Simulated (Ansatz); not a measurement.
A made-up structure of AlSiH₂ClO, singlet:

O1  (1.623, -1.242, -1.757)
Si2  (1.254, 0.071, -0.729)
Al3  (-1.100, 0.112, 0.747)
Cl4  (-2.505, -1.734, 0.478)
H5  (2.304, 1.375, -0.580)
H6  (-1.576, 1.417, 1.841)
(Å)

It is relaxed with PBE-D4/def2-SVP and then PBE0-D4/def2-TZVP (Ansatz 0.2.0). Atoms count as bonded within 1.22 times the sum of their covalent radii (H–H: 0.88 Å). The end point is not checked to be a true minimum.

Problem. Does its bonding change? (A judgement: the text doesn't fix the answer.)

Solution. Computed: No: no bond forms or breaks.

Where it ends: The first stage lowers the energy by 1.24 eV in 5 steps. It ends as AlSiH₂ClO ([O][SiH][AlH][Cl]):
```
6
angstrom
O 1.4457 -1.1106 -1.5654
Si 1.1191 0.0641 -0.6501
Al -0.9820 0.1017 0.6674
Cl -2.2332 -1.5476 0.4235
H 2.0586 1.2279 -0.5210
H -1.4082 1.2645 1.6456
```

Labels in which every atom is bracketed show which atoms are joined, not bond orders.

For scale, one of the runs: PBE0-D4/def2-TZVP relaxation, 154 basis functions, launched by `ansatz run in.yaml --threads 2 --pin off --events-out ev --progress --plain --max-ram 4352MiB`. The run took about 31 s on 2 CPU threads of an Arm Neoverse N1 (shared host).
